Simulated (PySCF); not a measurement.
## What went wrong, or what changed?

The sound run of Bi(CH3)I2 (singlet) uses PySCF 2.14.0, RKS B3LYP, Bi def2-SVP with ECP60, C def2-SVP, H def2-SVP, I def2-SVP with ECP28; non-relativistic Hamiltonian with scalar-relativistic core potentials where named; density fitting; no spin-orbit coupling, grid (50, 194), threshold 1e-8 and 55 cycles at the relaxed geometry. This run, with dm0 from free metal ions and neutral atoms, differs:

```python
mol = gto.M(atom='''
Bi     0.65381     0.00000     0.87894
C      2.66309     0.00000    -0.23429
H      2.46057     0.00000    -1.31263
H      3.21686     0.90536     0.05305
H      3.21686    -0.90536     0.05305
I     -0.38471     2.24804    -0.56379
I     -0.38471    -2.24804    -0.56379''',
    basis={'Bi': 'def2-SVP', 'C': 'def2-SVP', 'H': 'def2-SVP', 'I': 'def2-SVP'},
    ecp={'Bi': 'def2-SVP', 'I': 'def2-SVP'},
    charge=0, spin=1)
mf = dft.UKS(mol, xc='B3LYP')
mf.grids.atom_grid = (50, 194)
mf = mf.density_fit()  # fitting sets: Bi def2-universal-JKFIT, C def2-universal-JKFIT, H def2-universal-JKFIT, I def2-universal-JKFIT
mf.conv_tol = 1e-08; mf.max_cycle = 83
mf.kernel(dm0)
```

What was changed, and how did it end?

The spin was changed. The program refused it. The cycle limit differs too. These settings are unsound on purpose: the numbers aren't the compound's.
```
RuntimeError: Electron number 82 and spin 1 are not consistent
Note mol.spin = 2S = Nalpha - Nbeta, not 2S+1
```

Run from Python with OMP_NUM_THREADS=2; the lines above give its settings.
